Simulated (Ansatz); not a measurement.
Consider the redistribution: `C[CH2][Zn][F]` + `C[O][In]([NH2])[NH2]` → `C[CH2][Zn][NH2]` + `C[O][In]([NH2])[F]`.

Isolated molecules relaxed with PBE0-D4/def2-TZVP in Ansatz; ΔE leaves out vibrations. CCSD(T)/CBS adds triple-zeta CCSD(T) − MP2 to the extrapolated MP2 energy (def2 sets, frozen cores). DFT in def2-TZVPP. B3LYP here is the variant with VWN-RPA as its local correlation; programs differ in this. def2 core potentials past Kr. For In, Zn outer-core shells are correlated without core-valence functions, which leaves a few kJ/mol of doubt a bond. Scalar relativity is left out up to krypton. One conformer a species, not always the lowest.

```tsv
level	ΔE (kJ/mol)
PBE-D4	12.3
B97M-V	11.9
B3LYP-D4	15.2
BHLYP-D4	17.9
PBE0	14.0
RPA@PBE/def2-TZVPP	16.6
HF/def2-SVP	18.7
CCSD(T)/def2-TZVPP	16.9
```

(1) What does CCSD(T)/CBS give? (An estimate is asked.)

Largest T1 diagnostic among the species: 0.016.

Results:

(1) The calculation gave: +19.0 kJ/mol. The listed levels differ from it by -6.7, -7.1, -3.8, -1.1, -5.0, -2.4, -0.3, -2.1 kJ/mol.

Leaving LDA and LC-ωPBE aside and taking each functional with its dispersion term where it has one, the values spread over 6.0 kJ/mol, from B97M-V to BHLYP-D4. From BLYP to BHLYP (50 % exact exchange), in def2-TZVPP and without D4, ΔE moves by +4.9 kJ/mol.
